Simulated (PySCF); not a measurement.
TaOF2, SMILES [O]=[Ta+]([F])[F], charge +1, multiplicity 1. Coordinates come from a r2SCAN-D4/def2-TZVP optimisation. The spin state was assumed, not searched. The isomer is the one that the SMILES or the coordinates give; other isomers of the formula were not compared. The def2 effective core potentials stand for the cores of Ta; spin–orbit coupling is left out.

**Question.** Give the equilibrium geometry at r2SCAN-D4/def2-TZVP (PySCF confirms it by a frequency run) as a Z-matrix, and its point group. (An estimate is asked for; the answer gives what the named calculation found.)

**Answer.** point group Cs.
```
Ta
O 1 1.6849
F 1 1.8207 2 104.09
F 1 1.8207 2 104.09 3 112.23
```
Charge +1, spin multiplicity 1.
